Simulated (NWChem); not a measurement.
System: imidazole (C₃H₄N₂); SMILES c1c[nH]cn1

Parts of the log:

```
             Northwest Computational Chemistry Package (NWChem) 7.3.0
             --------------------------------------------------------

 CS  symmetry detected

                             Geometry "geometry" -> ""
                             -------------------------

 Output coordinates in angstroms (scale by  1.889725989 to convert to a.u.)

  No.       Tag          Charge          X              Y              Z
 ---- ---------------- ---------- -------------- -------------- --------------
    1 C                    6.0000    -0.99027064    -0.61860730     0.00000000
    2 C                    6.0000    -0.87678816     0.75126960     0.00000000
    3 N                    7.0000     0.47224977     0.99392433     0.00000000
    4 C                    6.0000     1.10010119    -0.21226071     0.00000000
    5 N                    7.0000     0.24462580    -1.20277734     0.00000000
    6 H                    1.0000    -1.90503004    -1.21033055     0.00000000
    7 H                    1.0000    -1.61398996     1.55009665     0.00000000
    8 H                    1.0000     0.91591702     1.90273658     0.00000000
    9 H                    1.0000     2.18671970    -0.30294112     0.00000000

 Effective nuclear repulsion energy (a.u.)     163.5913552791

      Symmetry information
      --------------------

 Group name             Cs
 Group number              2
 Group order               2
 No. of unique centers     9

  xc_inp: hfexch multiplicative factor not found.

                                 NWChem DFT Module
                                 -----------------

 Summary of "ao basis" -> "ao basis" (spherical)
 ------------------------------------------------------------------------------
       Tag                 Description            Shells   Functions and Types
 ---------------- ------------------------------  ------  ---------------------
 C                           sto-3g                  3        5   2s1p
 N                           sto-3g                  3        5   2s1p
 H                           sto-3g                  1        1   1s

      Symmetry analysis of basis
      --------------------------

        a'         24
        a"          5

            General Information
            -------------------
          SCF calculation type: DFT
          Wavefunction type:  closed shell.
          No. of atoms     :     9
          No. of electrons :    36
           Alpha electrons :    18
            Beta electrons :    18
          Charge           :     0
          Spin multiplicity:     1
          Use of symmetry is: on ; symmetry adaption is: on
          Maximum number of iterations: 150
          AO basis - number of functions:    29
                     number of shells:    19
          Convergence on energy requested:  1.00D-06
          Convergence on density requested:  1.00D-05
          Convergence on gradient requested:  5.00D-04

              XC Information
              --------------
                     Hartree-Fock (Exact) Exchange  1.000

      Superposition of Atomic Density Guess
      -------------------------------------

 Sum of atomic energies:        -220.63348513

      Non-variational initial energy
      ------------------------------

 Total energy =    -222.424668
 1-e energy   =    -627.308020
 2-e energy   =     241.291996
 HOMO         =      -0.039318
 LUMO         =       0.281740

      Symmetry analysis of molecular orbitals - initial
      -------------------------------------------------

  Numbering of irreducible representations:

     1 a'          2 a"

  Orbital symmetries:

     1 a'          2 a'          3 a'          4 a'          5 a'
     6 a'          7 a'          8 a'          9 a'         10 a'
    11 a'         12 a'         13 a'         14 a"         15 a'
    16 a'         17 a"         18 a"         19 a"         20 a"
    21 a'         22 a'         23 a'         24 a'         25 a'
    26 a'         27 a'         28 a'

     ---------------------------------------------
      Total Density - Mulliken Population Analysis
     ---------------------------------------------

    Atom       Charge   Shell Charges
 -----------   ------   -------------------------------------------------------
    1 C    6     5.98   1.99  1.22  2.77
    2 C    6     5.95   1.99  1.22  2.74
    3 N    7     7.25   2.00  1.48  3.77
    4 C    6     5.59   1.99  1.16  2.44
    5 N    7     7.72   2.00  1.69  4.03
    6 H    1     0.93   0.93
    7 H    1     0.92   0.92
    8 H    1     0.73   0.73
    9 H    1     0.93   0.93

[...]

                         DFT ENERGY GRADIENTS

    atom               coordinates                        gradient
                 x          y          z           x          y          z
   1 C      -1.871340  -1.168998   0.000000    0.037273  -0.035996   0.000000
   2 C      -1.656889   1.419694   0.000000    0.027015   0.022204   0.000000
   3 N       0.892423   1.878245   0.000000   -0.000255  -0.018067   0.000000
   4 C       2.078890  -0.401115   0.000000   -0.032069   0.011045   0.000000
   5 N       0.462276  -2.272920   0.000000   -0.020798   0.032838   0.000000
   6 H      -3.599985  -2.287193   0.000000   -0.007533  -0.005632   0.000000
   7 H      -3.049999   2.929258   0.000000   -0.005494   0.005579   0.000000
   8 H       1.730832   3.595651   0.000000   -0.005459  -0.010566   0.000000
   9 H       4.132301  -0.572476   0.000000    0.007319  -0.001405   0.000000
```

Level: Hartree-Fock/STO-3G. Structure relaxed at the PBE0/def2-SVP level.

Q: Write an input that gives this output.

A: This is not unique; one that fits is the input that was run:
```
start job
memory heap 200 mb stack 900 mb global 1100 mb
geometry units angstroms noautoz
  C     -0.912010    -0.731773     0.000000
  C     -0.955317     0.642114     0.000000
  N      0.357297     1.036866     0.000000
  C      1.118465    -0.089945     0.000000
  N      0.381394    -1.171466     0.000000
  H     -1.753408    -1.423850     0.000000
  H     -1.778719     1.351762     0.000000
  H      0.694548     1.990303     0.000000
  H      2.208340    -0.056252     0.000000
end
basis spherical
  * library sto-3g
end
dft
  xc hfexch
  iterations 150
  mulliken
end
task dft gradient
```
